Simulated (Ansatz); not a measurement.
The same path of F3Ge2H3 + FH (10 atoms, charge 0, multiplicity 1) was run twice with different band settings. Lost on the way: Ge1–Ge2, F9–H10. Made: Ge1–F9, Ge2–H10.

The calculation used RKS PBE/def2-SVP in Ansatz 0.2.0.

Relaxed end points:

```xyz
10
Properties=species:S:1:pos:R:3
Ge 0.179 -0.007 0.303
Ge 0.208 0.024 2.739
H -0.616 -1.195 3.196
H 1.691 -0.117 3.163
H -0.396 1.367 3.184
F 1.529 -0.816 -0.450
F 0.063 1.515 -0.536
F -1.207 -0.945 -0.341
F -2.457 0.407 1.349
H -2.337 -0.234 0.652
```

```xyz
10
Properties=species:S:1:pos:R:3
Ge -0.452 0.310 -0.636
Ge -0.214 -0.313 3.299
H -0.793 -1.240 4.393
H 0.935 -1.035 2.557
H 0.309 0.997 3.935
F 0.603 1.257 0.345
F -0.085 0.609 -2.290
F -0.217 -1.362 -0.301
F -2.088 0.747 -0.334
H -1.343 0.031 2.293
```

Common settings: movable images 7; climbing image yes; optimiser quadratic models (default); start path through a guess of the saddle point; force threshold 0.05 eV/Å; iteration limit 60; end points relaxed.

| run | spring |
| --- | --- |
| 1 | 5.0 eV/Å² |
| 2 | 20.0 eV/Å² |

Question: What does each run give, and how far can it be trusted?

Answer: Run 1: converged after 24 iterations, highest image 1.852 eV above the first end. Neighbouring images differ by up to 1.4 eV, so the band resolves the path poorly. A vibrational analysis at the climbing image gives one clearly imaginary mode, 918i cm⁻¹: a first-order saddle point.
Run 2: converged after 32 iterations, highest image 1.851 eV above the first end. Neighbouring images differ by up to 1.4 eV, so the band resolves the path poorly. Another band between the same ends (7 images) ends at a top of the same energy, where a vibrational analysis finds 1 clearly imaginary mode.
The orbitals stay closed-shell, which can raise the energy where a bond breaks towards radicals; this wasn't checked here.
